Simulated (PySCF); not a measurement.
From computed data to an observable: refractive index and permittivity of the vapour

C5H6Se, SMILES C=C=C1CC[Se]1.

Geometry: B3LYP-D3(BJ)/def2-SVP. This is a generated structure with no PubChem entry under its InChIKey; it may be hypothetical.

PySCF with PBE0/def2-TZVP gives a mean static polarisability of 90.6 bohr³ and a dipole moment of 1.69 D. Take an ideal gas at 298.15 K and 0.01 bar, whether or not the substance is that volatile.

Work out n − 1 in the optical limit and the static ε − 1.


Polarisability volume α' = 90.6 × 0.148185 = 13.43 Å³. Number density N = p/kT = 2.43e-7 Å⁻³.
Dilute limit of Lorentz–Lorenz: n − 1 = 2π N α' = 2.0e-5.
Orientation term of Debye: μ²/(3kT) = 8.098 Å³ × μ²(D²) = 23.13 Å³.
ε − 1 = 4π N (α' + μ²/3kT) = 0.00011. Orientation of the dipole supplies 63 % of the static response; it can't follow optical fields. Vibrational polarisation and dispersion are left out.
